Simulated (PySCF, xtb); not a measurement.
Si(OH)(SH) (H2OSSi), SMILES [Si](S)O (connectivity only; charge and spin as stated), neutral, multiplicity 1.

GFN2-xTB (xtb) at its own geometry gives an orbital gap of 2.91 eV and a dipole moment of 0.98 D.

Coordinates come from a B3LYP-D3(BJ)/def2-TZVP optimisation. The values are those of a single conformer.

Task: What does PySCF with ωB97X/def2-TZVPD give? (The exact figures need the calculation; the answer reports its results.)

Result: gap 9.51 eV (levels -9.29 and 0.23 eV), dipole 0.60 D.
